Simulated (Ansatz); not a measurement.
Gas-phase electronic energies from Ansatz, PBE0-D4/def2-TZVP geometries. CCSD(T)/CBS is the MP2 limit (def2-TZVPP, def2-QZVPP) plus CCSD(T) − MP2 in def2-TZVPP, frozen cores. This one scheme is used for every species. Each species was taken in one conformer, which may not be the lowest.

Consider the substitution at a C–C bond: `FCCC[SiH3]` + H–F → `FCCF` + `C[SiH3]`.

```csv
species,HF/CBS(def2) energy (Eh)
`FCCC[SiH3]`,-507.33222
H–F,-100.07071
`FCCF`,-277.06398
`C[SiH3]`,-330.33431
```

Q: Work out ΔE.

A: ΔE = (-277.06398) + (-330.33431) − (-507.33222) − (-100.07071) = 0.00464 Eh = +0.13 eV. CCSD(T)/CBS gives +0.46 eV.

Largest T1 diagnostic among the species: 0.011.

In def2-TZVPP, CCSD(T) changes the Hartree–Fock value by +0.29 eV (the triples alone add +0.03 eV) and MP2 by +0.39 eV. From PBE to PBE0 (25 % exact exchange), in def2-TZVPP and without D4, ΔE moves by +0.04 eV.
